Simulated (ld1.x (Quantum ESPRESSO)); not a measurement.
## Cr: one change to an RRKJ potential, before and after

ld1.x (Quantum ESPRESSO) 7.5 input, shortened:

```
&input
   title='Cr', zed=24., rel=1, dft='PZ', iswitch=3,
   config='[Ar] 3d5 4s1 4p0'
 /
 &inputp
   pseudotype=2, tm=.false., rho0=0.01, lloc=1,
   nlcc=.true., rcore=2.00
 /
3
4S  1  0   1.00   0.00  2.65  2.65  0.0
3D  3  2   5.00   0.00  2.05  2.05  0.0
4P  2  1   0.00   0.00  2.90  2.90  0.0
 &test
   configts(1)='3d5 4s1 4p0'
 /
```

Change: wave 4s (bound): rc 2.65 bohr becomes 4s (bound): rc 3.86 bohr.

Cutoffs: the cutoffs (Ry, on a coarse ladder) from which the occupation-weighted sum of valence levels, in a spherical-Bessel basis at the reference potential, stays within 10 and 1 mRy of its value at 400 Ry; they do not see the model core or the augmentation charge, which bear on the density cutoff. Errors are all-electron minus pseudo energies relative to the spin-unpolarised reference configuration.

Problem. How do hardness, ghosts and transferability respond?

Solution. The potential gets neither clearly harder nor softer (40 Ry and 60 Ry → 40 Ry and 60 Ry); of the 9 tests that both files solve, the error grows in 3 and shrinks in 3 by more than 15 % and 0.3 meV (median size 124.0 → 168.0 meV); neither file shows a bound ghost at the reference potential, the only one tested.

| quantity | base | changed |
| --- | --- | --- |
| cutoff, loose | 40 Ry | 40 Ry |
| cutoff, tight | 60 Ry | 60 Ry |
| bound ghosts | none | none |
| error for 3d5 4s0 4p0, meV [ΔE 7.14 eV] | +5.7 | -3.4 |
| error for 3d4 4s0 4p0, meV [ΔE 23.48 eV] | -237 | -462 |
| error for 3d3 4s0 4p0, meV [ΔE 54.51 eV] | -682 | -1207 |
| error for 3d5.5 4s0.5 4p0, meV [ΔE 0.72 eV] | -11 | +9.2 |
| error for 3d4 4s1 4p1, meV [ΔE 3.61 eV] | +89 | -26 |
| error for 3d4 4s2 4p0, meV [ΔE -0.06 eV] | +124 | +168 |
| error for 3d5 4s0.5 4p0, meV [ΔE 2.82 eV] | +4.0 | +4.3 |
| error for 3d5 4s1 4p0 (spin-polarised), meV [ΔE -4.92 eV] | +3622 | +3711 |
| error for 3d5 4s0 4p0 (spin-polarised), meV [ΔE 2.68 eV] | +3757 | +3794 |

Base: These tests converged, but a pseudo level misses the all-electron one widely, so the file describes the atom poorly there or has found another state: 3d4 4s0 4p0: empty 4s by 3.5 eV (a node warning on the way). Changed file: These tests converged, but a pseudo level misses the all-electron one widely, so the file describes the atom poorly there or has found another state: 3d3 4s0 4p0: empty 4s by 5.1 eV (a node warning on the way).
